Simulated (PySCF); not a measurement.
## NaBr: frontier orbitals

MN15 at R = 2.520 Å; basis Na 6-31G(d,p), Br 6-31G(d,p); no relativity; PySCF 2.14. State: ¹Σ⁺ (singlet), closed shell. Only the outer orbitals are listed, counted within each symmetry.

| orbital | occ. | ε (eV) | on Na (%) | main shells (%) |
| --- | --- | --- | --- | --- |
| 4π | 2 | -34.28 | 100 | 100 Na p |
| 4π | 2 | -34.28 | 100 | 100 Na p |
| 9σ | 2 | -34.22 | 100 | 100 Na p |
| 10σ | 2 | -18.61 | 3 | 97 Br s |
| 11σ | 2 | -7.19 | 12 | 87 Br p |
| 5π | 2 | -6.71 | 3 | 96 Br p |
| 5π | 2 | -6.71 | 3 | 96 Br p |
| 12σ | 0 | -0.63 | 98 | 84 Na s, 14 Na p |
| 6π | 0 | 1.07 | 100 | 100 Na p |
| 6π | 0 | 1.07 | 100 | 100 Na p |

Question: Which are the highest filled and the lowest empty level, where do they sit, and how wide is the gap?

Answer: Highest filled 5π at -6.71 eV (in %: 96 Br p); lowest empty 12σ at -0.63 eV (in %: 84 Na s, 14 Na p); the gap at MN15 is 6.08 eV.

The bond order (Mayer) is 0.78. The ⟨S²⟩ is 0.000. The charge on Na (Mulliken, basis-dependent) is 0.57. The charge on Na (Löwdin, basis-dependent) is 0.34 and the dipole moment (positive dipole means Na(−)Br(+)) is -9.20 D.
